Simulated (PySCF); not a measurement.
Si(F)2(vinyl)(OH) (C2H4F2OSi), SMILES O[Si](F)(F)C=C. Atoms are numbered in the order given.

```xyz
10

C     -0.0566     2.4339     0.0000
C      0.7229     1.3436     0.0000
Si     0.0242    -0.3536     0.0000
O     -1.6135    -0.2602     0.0000
F      0.5375    -1.2126    -1.2727
F      0.5375    -1.2126     1.2727
H     -1.1485     2.3552     0.0000
H      0.3626     3.4460     0.0000
H      1.8130     1.4666     0.0000
H     -2.1303    -1.0741     0.0000
```
Charge 0, spin multiplicity 1.

Coordinates come from a B3LYP-D3(BJ)/def2-SVP optimisation. The structure was generated by enumeration, and PubChem lists no compound with its InChIKey, so it may never have been made. One conformer was computed; it need not be the lowest.

Two levels are set side by side: PBE/pcSseg-1 (PySCF) and PBE0/pcSseg-1 (PySCF). GIAO shifts against CFCl3 (¹⁹F), H2O (¹⁷O), TMS (²⁹Si), TMS (¹H), TMS (¹³C) at the same level; non-relativistic, no solvent, atoms listed together averaged. Differences are taken from unrounded values.

| quantity | PBE |
|---|---|
| δ(¹³C) of C1 (ppm) | 151.9 |
| δ(¹³C) of C2 (ppm) | 131.6 |
| δ(²⁹Si) of Si3 (ppm) | -53.5 |
| δ(¹⁷O) of O4 (ppm) | 54.0 |
| δ(¹⁹F) of F5, F6 (ppm) | -164.3 |
| δ(¹H) of H9 (ppm) | 6.16 |
| δ(¹H) of H10 (ppm) | 2.43 |

### Question
These are the PBE values. What does PBE0 give? (An estimate is asked for; the answer gives what the named calculation found.)

### Answer

```json
[
 {"quantity": "δ(¹³C) of C1 (ppm)", "PBE0": "155.3", "PBE minus PBE0": "-3.4"},
 {"quantity": "δ(¹³C) of C2 (ppm)", "PBE0": "132.1", "PBE minus PBE0": "-0.5"},
 {"quantity": "δ(²⁹Si) of Si3 (ppm)", "PBE0": "-53.7", "PBE minus PBE0": "0.2"},
 {"quantity": "δ(¹⁷O) of O4 (ppm)", "PBE0": "46.5", "PBE minus PBE0": "7.5"},
 {"quantity": "δ(¹⁹F) of F5, F6 (ppm)", "PBE0": "-148.6", "PBE minus PBE0": "-15.7"},
 {"quantity": "δ(¹H) of H9 (ppm)", "PBE0": "6.21", "PBE minus PBE0": "-0.04"},
 {"quantity": "δ(¹H) of H10 (ppm)", "PBE0": "2.66", "PBE minus PBE0": "-0.23"}
]
```

Rough cost on one machine, each run with all the roots and properties that it gave: PBE0 against PBE within a factor of 2.
